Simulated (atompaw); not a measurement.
# Pseudopotential generation for Rh: PAW (atompaw), PBE, scalar-relativistic.

| Property | Result |
| --- | --- |
| Element | Rh |
| Generator | atompaw 4.2.0.5 |
| Type | PAW |
| Functional | PBE |
| Relativity | scalar-relativistic |
| Frozen core | [Kr] |
| Valence charge | 9 |
| Reference configuration | 4d8 5s0 5p1 |
| Partial waves | 5s (bound, empty): rc 3.00 bohr; 5s channel at 0.85 Ry: rc 2.65 bohr; 5p (bound): rc 3.00 bohr; 5p channel at 2.1 Ry: rc 3.00 bohr; 4d (bound): rc 2.00 bohr; 4d channel at 0.95 Ry: rc 3.00 bohr |
| Local potential | ultrasoft scheme with l = 3 at 0.5 Ry, radius 2.70 bohr |
| Core correction | smooth core density matched at 2.05 bohr |
| Augmentation charge | sinc compensation charge, radius 2.85 bohr; PAW radius 3.00 bohr; waves and projectors: custom rrkj vanderbiltortho |

Question: Estimate the cutoffs (Ry, on a coarse ladder) from which the occupation-weighted sum of valence levels, in a spherical-Bessel basis at the reference potential, stays within 10 and 1 mRy of its value at 400 Ry.

Answer: 30 Ry and 45 Ry.

Question: What does a ghost test show?

Answer: No extra level below or beside the all-electron valence levels (s, p, d, f tested).

Question: Is the overlap operator S = 1 + Σ q|β⟩⟨β| positive definite (Bessel basis up to 400 Ry)?

Answer: Yes: its lowest eigenvalue is 0.58 (d channel).

Question: Which valence shell sets the plane-wave cutoff?

Answer: 4d: its level needs 30 Ry to come within 1 mRy, against 6 Ry for 5p.
